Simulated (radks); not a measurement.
Values are calculated unless marked as measured or tabulated.
Coulomb parameter of the 4f shell of the thulium ion Tm2+ in the model configuration [Xe] 4f12 5d1, as a second difference U = [E(n + 0.5) + E(n - 0.5) - 2 E(n)] / (0.5)^2 with all orbitals relaxed. "Bare": the charge of the atom changes with n. "Screened": the 5d shell takes up the change at fixed total charge, which measures U(4f,4f) + U(5d,5d) - 2 U(4f,5d). Code: a radial shooting solver on a logarithmic mesh with Libxc functionals. Model: Dirac Kohn-Sham, PBEsol, spin-unpolarised, spherical densities, point nucleus; open shells are shared between the two j in proportion to 2j + 1.

| case | configuration | E - E(n) (eV) |
|---|---|---|
| start | [Xe] 4f12 5d1 | 0.000 |
| bare +0.5 | [Xe] 4f12.5 5d1 | -9.849 |
| bare -0.5 | [Xe] 4f11.5 5d1 | 14.274 |
| screened +0.5 | [Xe] 4f12.5 5d0.5 | -3.825 |
| screened -0.5 | [Xe] 4f11.5 5d1.5 | 5.121 |

U(bare) = 17.701 eV, U(screened by 5d) = 5.183 eV.
